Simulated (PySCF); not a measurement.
Potassium: highly charged ions in a basis for the neutral atom

K⁵⁺ [Ne] 3s2 3p2, K⁶⁺ [Ne] 3s2 3p1. Computed with PySCF 2.14 in Sapporo-DKH3-DZP-2012, with the spin-free X2C one-electron Hamiltonian (Gaussian nucleus). No spin-orbit coupling, so a gap to NIST mixes the basis error with missing relativistic terms.

Changed run: basis of the neutral atom used for a highly charged ion. This setting is unsound on purpose.

| species | method | sound run (hartree) | changed run (hartree) | converged |
| --- | --- | --- | --- | --- |
| K⁵⁺ | UHF | not run | -593.37099 | yes |
| K⁵⁺ | MN15 | not run | -594.10043 | yes |
| K⁵⁺ | LDA | not run | -592.18109 | yes |
| K⁶⁺ | UHF | not run | -589.74128 | yes |
| K⁶⁺ | MN15 | not run | -590.42118 | yes |
| K⁶⁺ | LDA | not run | -588.51823 | yes |

Ionisation energy of K⁵⁺:

| method | changed run (eV) | NIST (eV) |
| --- | --- | --- |
| UHF | 98.769 | 99.44 ± 0.2 |
| MN15 | 100.12 | 99.44 ± 0.2 |
| LDA | 99.672 | 99.44 ± 0.2 |

The contracted functions were made for the neutral atom and can be too rigid for a highly charged ion.
